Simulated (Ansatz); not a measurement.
H4P (SMILES [PH4+]), charge 1, multiplicity 1, relaxed at each level with Ansatz (a first-principles code); harmonic frequencies from differences of analytic forces, average atomic masses, frozen cores.

Task: Give the equilibrium geometry, the harmonic frequencies and the zero-point energy at wB97X-V/def2-TZVPP.

Result: 
(charge 1, multiplicity 1):
```xyz
5

P      0.000     0.000     0.000
H     -0.741    -0.878    -0.795
H      0.332    -0.628     1.203
H     -0.760     1.143     0.265
H      1.169     0.364    -0.673
```
Frequencies (cm⁻¹): 1000, 1000, 1000, 1142, 1142, 2540, 2588, 2588, 2588. Zero-point energy 22.29 kcal/mol.

Task: Give the equilibrium geometry, the harmonic frequencies and the zero-point energy at CCSD(T)/cc-pV(T+d)Z.

Result: 
(charge 1, multiplicity 1):
```csv
atom,x (Å),y (Å),z (Å)
P,0.0000,0.0000,0.0000
H,-0.7393,-0.8759,-0.7931
H,0.3308,-0.6266,1.2003
H,-0.7577,1.1396,0.2642
H,1.1663,0.3629,-0.6715
```
Frequencies (cm⁻¹): 1007, 1007, 1007, 1145, 1145, 2532, 2584, 2584, 2584. Zero-point energy 22.29 kcal/mol.
